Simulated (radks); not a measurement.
Re, configuration [Xe] 4f14 5d5 6s2 (the NIST ground configuration). Calculated with a radial shooting solver on a logarithmic mesh with Libxc functionals: Dirac Kohn-Sham, BLYP, spin-unpolarised, spherical densities, finite nucleus; open shells fill j = l - 1/2 first; Fermi nuclear charge, rms radius 5.3698 fm.

Unscreened Slater integrals over Kohn-Sham orbitals (hartree). Large and small components are both included. Empty in this configuration: 6p1/2.

integral             value
F0(5d5/2,5d5/2)    0.45932
F2(5d5/2,5d5/2)    0.22833
F4(5d5/2,5d5/2)    0.14767
F0(5d5/2,5d3/2)    0.47003
F2(5d5/2,5d3/2)    0.23410
G2(5d5/2,5d3/2)    0.23382
G4(5d5/2,5d3/2)    0.15147
F0(5d5/2,6s1/2)    0.33971
G2(5d5/2,6s1/2)    0.10042
F0(5d5/2,4f7/2)    0.61356
F2(5d5/2,4f7/2)    0.12933
F4(5d5/2,4f7/2)   0.058908
G1(5d5/2,4f7/2)   0.046357
G3(5d5/2,4f7/2)   0.040825
G5(5d5/2,4f7/2)   0.031916
F0(5d5/2,6p1/2)    0.25763
G3(5d5/2,6p1/2)   0.039815
F0(5d3/2,5d3/2)    0.48146
F2(5d3/2,5d3/2)    0.24075
F0(5d3/2,6s1/2)    0.34359
G2(5d3/2,6s1/2)   0.093642
F0(5d3/2,4f7/2)    0.63885
F2(5d3/2,4f7/2)    0.14071
G3(5d3/2,4f7/2)   0.045693
G5(5d3/2,4f7/2)   0.035616
F0(5d3/2,6p1/2)    0.25932
G1(5d3/2,6p1/2)   0.051764
F0(6s1/2,6s1/2)    0.29166
F0(6s1/2,4f7/2)    0.38628
G3(6s1/2,4f7/2)  0.0098760
F0(6s1/2,6p1/2)    0.23658
G1(6s1/2,6p1/2)    0.14037
F0(4f7/2,4f7/2)     1.5742
F2(4f7/2,4f7/2)    0.76459
F4(4f7/2,4f7/2)    0.48314
F6(4f7/2,4f7/2)    0.34858
F0(4f7/2,6p1/2)    0.27729
G4(4f7/2,6p1/2)  0.0042532
F0(6p1/2,6p1/2)    0.20464
